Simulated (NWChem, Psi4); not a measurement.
**InH2OF (SMILES [OH][InH][F]): the electronic atomisation energy, rung by rung**

The species is InH2OF (5 atoms), meant as a singlet with charge 0. SMILES: `[OH][InH][F]`. The coordinates come from a PBE0-D4/def2-TZVP relaxation. This is a higher conformer, about 10 kJ/mol above the lowest found by a separate search.

Quantity: the electronic atomisation energy, in eV. The values are calculated. Electronic energies at fixed atoms, without zero-point motion or spin-orbit coupling.

```csv
level,kind,program,value (eV),CPU time (all runs)
HF/def2-SVP (core potential),Hartree–Fock,Psi4,9.23,16 s
SVWN5/def2-SVP (core potential),LDA,Psi4,17.20,22 s
BLYP/def2-SVP (core potential),GGA,Psi4,14.37,33 s
M06-L/def2-SVP (core potential),meta-GGA,Psi4,14.47,56 s
r2SCAN/def2-SVP (core potential),meta-GGA,Psi4,14.50,63 s
M06-2X/def2-SVP (core potential),hybrid meta-GGA,Psi4,14.21,43 s
wB97M-V/def2-SVP (core potential),range-separated hybrid,Psi4,14.64,2.2 min
MP2/def2-SVP (core potential),perturbation theory,NWChem,14.15,29 s
CCSD/def2-SVP (core potential),coupled cluster or CI,Psi4,13.40,29 s
```

The values span 9.23 to 17.20 eV. In the correlated wave-function rows the outer d shell of In is correlated, in sets not made for it. CPU times are rough (shared hosts, several kinds of processor and program).
